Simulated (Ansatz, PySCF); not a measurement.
Sn(H)2(F)(vinyl) (C2H5FSn), SMILES [CH]([SnH2][F])=C. Atoms are numbered in the order given.

```xyz
9

Sn     0.4337     0.1372    -0.1078
F      0.6999     0.3321     1.8130
C     -1.6590    -0.0450    -0.4255
C     -2.2018    -1.2036    -0.8102
H      1.2257    -1.3219    -0.5263
H      1.1383     1.5516    -0.7631
H     -2.3029     0.8285    -0.2701
H     -3.2803    -1.3097    -0.9785
H     -1.6024    -2.1069    -0.9737
```
Charge 0, spin multiplicity 1.

Geometry: PBE0-D3(BJ)/def2-SVP. The def2 effective core potentials stand for the cores of Sn; spin–orbit coupling is left out. Other conformers were not sampled.

Vertical ionisation energy (IE) and electron affinity (EA) in eV. Rows of orbital energies are one-electron estimates. Where ΔSCF, EOM or ADC give a negative EA the extra electron is unbound and the value depends on the basis.

```csv
level,IE,EA
"−ε(HOMO), −ε(LUMO), PBE0/def2-TZVP (PySCF)",8.46,1.12
"−ε(HOMO), −ε(LUMO), PBE/def2-TZVP (PySCF)",(withheld),(withheld)
"ΔSCF, PBE0/def2-SVPD (Ansatz), final states of multiplicity 2 and 2",10.60,-0.52
"ΔSCF, PBE/def2-SVPD (Ansatz), final states of multiplicity 2 and 2",10.27,-0.39
```

Problem. Some entries are withheld; supply them. (The exact figures need the calculation; the answer reports its results.)

Solution. 
- −ε(HOMO), −ε(LUMO), PBE/def2-TZVP (PySCF), IE: 7.30
- −ε(HOMO), −ε(LUMO), PBE/def2-TZVP (PySCF), EA: 2.05

Problem. What vertical singlet–triplet gap does ΔSCF give with PBE0/def2-SVPD (Ansatz, an electronic-structure program) and with PBE/def2-SVPD (Ansatz)? (The exact figures need the calculation; the answer reports its results.)

Solution. 4.17 and 4.33 eV (triplet above singlet where positive).
